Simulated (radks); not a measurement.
Results of a calculation; reference values are marked as such.
Question: Isoelectronic series with 7 electrons, each ion in its NIST ground configuration. Code: a radial shooting solver on a logarithmic mesh with Libxc functionals. Model: non-relativistic Kohn-Sham, PBE, spin-polarised, spherical densities, point nucleus; open shells are filled with parallel spins first (spin-orbit coupling, left out, can overturn this in heavy ions). Total energies (hartree) and mean radii <r> (bohr) (* marks an orbital that is empty in some or all of the ions):

ion    configuration  E (hartree)  2p down*   2p up  2s down   2s up
N       [He] 2s2 2p3    -54.53576     1.650   1.434    1.365   1.305
Ne3+    [He] 2s2 2p3   -124.21057    0.7748  0.7443   0.8101  0.7898
Al6+    [He] 2s2 2p3   -223.19221    0.5232  0.5106   0.5755  0.5655
S9+     [He] 2s2 2p3   -351.44261    0.3966  0.3897   0.4465  0.4406
K12+    [He] 2s2 2p3   -508.95167    0.3198  0.3153   0.3648  0.3609
Ti15+   [He] 2s2 2p3   -695.71546    0.2680  0.2649   0.3085  0.3057
Mn18+   [He] 2s2 2p3   -911.73212    0.2307  0.2285   0.2672  0.2651
Ni21+   [He] 2s2 2p3  -1157.00065    0.2026  0.2008   0.2357  0.2341
Ga24+   [He] 2s2 2p3  -1431.52047    0.1806  0.1792   0.2108  0.2095
Rb30+   [He] 2s2 2p3  -2068.31264    0.1483  0.1474   0.1741  0.1732
Zr33+   [He] 2s2 2p3  -2430.58459    0.1362  0.1354   0.1601  0.1594

Estimate the row of Se27+ ([He] 2s2 2p3).

Answer: E (hartree) -1735.29121; 2p down* 0.1629; 2p up 0.1618; 2s down 0.1907; 2s up 0.1896.
